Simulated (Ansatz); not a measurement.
Relative stability

The two ends of one reaction step of SiNH$_{3}$Cl$_{2}$, closed shell (PBE0-D4/def2-TZVP).

A:

Si1  (-0.356, -0.482, 0.014)
Cl2  (0.873, -2.068, -0.433)
Cl3  (-1.639, -0.259, -1.558)
H4  (-1.085, -0.856, 1.237)
N5  (0.435, 0.996, 0.237)
H6  (1.001, 1.148, 1.057)
H7  (0.771, 1.522, -0.554)
(Å)

B:

```
7
angstrom
Si -0.5915 -1.2561 -0.0008
Cl 1.3029 -1.6549 -0.9219
Cl -1.6095 -0.2823 -1.6171
H -0.6157 1.1537 0.9316
N 0.1290 0.5635 0.5722
H 0.8492 0.4636 1.2817
H 0.5358 1.0123 -0.2457
```

Ansatz 0.2.0; basis: def2-TZVPP; cores frozen in the correlated methods. B3LYP uses VWN-RPA correlation.

(1) Which structure is lower at CCSD(T), and by how much? (Judge from chemistry; the value comes from the calculation.)

The T1 diagnostic stays at or below 0.011.

Answers

(1) By the calculation: A, by 1.202 eV (electronic energy, against the other). By their contacts, A is SiNH₃Cl₂ ([NH2][SiH]([Cl])[Cl]) and B is SiNH₃Cl₂ ([NH3][Si]([Cl])[Cl]).

All methods give the same order:

| method | E(B) − E(A) (eV) |
| --- | --- |
| SPW92 | 0.986 |
| PBE-D4 | 0.961 |
| BLYP-D4 | 0.953 |
| r2SCAN-D4 | 1.231 |
| B97M-V | 1.168 |
| PBE0-D4 | 1.118 |
| B3LYP-D4 | 1.094 |
| r2SCAN0-D4 | 1.281 |
| BHLYP-D4 | 1.261 |
| CAM-B3LYP-D4 | 1.217 |
| wB97X-V | 1.266 |
| wB97M-V | 1.097 |
| B2PLYP | 1.199 |
| PBE-QIDH | 1.285 |
| RPA on PBE | 1.131 |
| HF | 1.458 |
| MP2 | 1.304 |
| CCSD | 1.243 |
| CCSD(T) | 1.202 |

Labels in which every atom is bracketed show which atoms are joined, not bond orders.

For scale, one of the runs: CCSD(T)/def2-TZVPP, 199 basis functions, launched by `ansatz run in.yaml --threads 4 --pin off --events-out ev --progress --plain --max-ram 9574MiB`. Time: 42 s of wall clock on 4 CPU threads of an Arm Neoverse V1; the host was shared. Peak host memory: 2.2 GiB.
